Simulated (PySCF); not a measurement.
# Nb: excitation energy

Nb [Kr] 4d4 5s1 (6D) → Nb [Kr] 4d3 5s2 (4F), as a difference of total energies. Calculation: PySCF 2.14, in x2c-TZVPPall; the spin-free X2C one-electron Hamiltonian (Gaussian nucleus). Correlated levels: valence and next inner shell: [Ar] 3d10 frozen. The calculations carry no spin-orbit coupling.

```
                                method  excitation energy (eV)
                                   UHF                   0.732
    MP2 (valence and next inner shell)                   0.509
SCS-MP2 (valence and next inner shell)                  -0.043
   CCSD (valence and next inner shell)                   0.316
CCSD(T) (valence and next inner shell)                   0.219
```

Task: How much does correlation contribute at CCSD(T) (valence and next inner shell)?

Result: 0.219 − (0.732) = -0.513 eV, measured against UHF.

Errors of the correlated levels include the incompleteness of this basis and the frozen core.

For comparison: 0.184 eV (measured; NIST levels, between the centres of gravity of the two terms).
